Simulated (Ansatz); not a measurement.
Calculated with Ansatz (gas phase, PBE0-D4/def2-TZVP geometries, no zero-point term in ΔE). CCSD(T)/CBS is the MP2 limit (def2-TZVPP, def2-QZVPP) plus CCSD(T) − MP2 in def2-TZVPP, frozen cores. This one scheme is used for every species. Functionals use def2-TZVPP. B3LYP here is the variant with VWN-RPA as its local correlation; programs differ in this. Elements past krypton have def2 core potentials. For Br, In outer-core shells are correlated without core-valence functions, which leaves a few kJ/mol of doubt a bond. Scalar relativity is left out up to krypton. Each species was taken in one conformer, which may not be the lowest.

`[SiH3][O][In]([SH])[Br]` + H₂ → `[SiH3][O][InH][Br]` + H₂S  (hydrogenolysis of the In–S bond)

`[SiH3][O][In]([SH])[Br]`:

Z-matrix (Å, degrees):
```
Si
O 1 1.635
H 1 1.486 2 108.4
H 1 1.490 2 111.3 3 119.7
H 1 1.490 2 111.4 3 -119.8
In 2 1.966 1 135.4 3 176.7
Br 6 2.445 2 116.6 1 -0.4
S 6 2.351 2 118.0 1 179.6
H 8 1.346 6 91.5 2 -0.0
```

H₂:

```xyz
2

H    -0.305   -0.146    0.157
H     0.305    0.146   -0.157
```

`[SiH3][O][InH][Br]`:

Z-matrix (Å, degrees):
```
Si
O 1 1.634
H 1 1.490 2 111.5
H 1 1.487 2 108.5 3 -119.6
H 1 1.490 2 111.5 3 120.8
In 2 1.967 1 135.8 3 -61.0
Br 6 2.458 2 110.6 1 0.3
H 6 1.690 2 122.6 1 -179.8
```

H₂S:

```xyz
3

S     0.392   -0.447    0.176
H     0.518    0.873   -0.027
H    -0.909   -0.427   -0.149
```

Question: Is it downhill or uphill in electronic energy at CCSD(T)/CBS, and by how much? (An estimate is asked.)

Answer: Computed: Uphill: ΔE = +0.68 eV.

Question: What do these levels give: B3LYP-D4, ωB97M-V, B2PLYP, PBE, r2SCAN, PBE0, HF/def2-TZVPP, SCS-MP2/def2-TZVPP, CCSD(T)/def2-TZVPP, HF/def2-QZVPP, SCS-MP2/def2-QZVPP, MP2/CBS(def2)? (An estimate is asked.)

Answer: Computed: B3LYP-D4 0.63, ωB97M-V 0.59, B2PLYP 0.62, PBE 0.60, r2SCAN 0.65, PBE0 0.58, HF/def2-TZVPP 0.47, SCS-MP2/def2-TZVPP 0.66, CCSD(T)/def2-TZVPP 0.62, HF/def2-QZVPP 0.47, SCS-MP2/def2-QZVPP 0.69, MP2/CBS(def2) 0.79 eV.

Largest T1 diagnostic among the species: 0.013.

The D4 term adds +0.07 eV with B3LYP and +0.04 eV with PBE0; it sums over pairs of atoms, weighted by their polarisabilities, and B3LYP, whose exchange is more repulsive, gets the larger term. In def2-TZVPP, CCSD(T) changes the Hartree–Fock value by +0.15 eV (the triples alone add +0.05 eV) and MP2 by +0.26 eV.
